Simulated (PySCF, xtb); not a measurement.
Si(Me)2 (C2H6Si), SMILES [Si](C)C (connectivity only; charge and spin as stated), neutral, multiplicity 1.

GFN2-xTB (xtb) at its own geometry gives an orbital gap of 2.38 eV and a dipole moment of 0.86 D.

Geometry optimised at TPSSh-D3(BJ)/def2-TZVP. The isomer is the one that the SMILES or the coordinates give; other isomers of the formula were not compared.

Question: What does PBE/def2-TZVPD run with PySCF give? (The exact figures need the calculation; the answer reports its results.)

Answer: gap 2.01 eV (levels -4.98 and -2.97 eV), dipole 1.35 D.
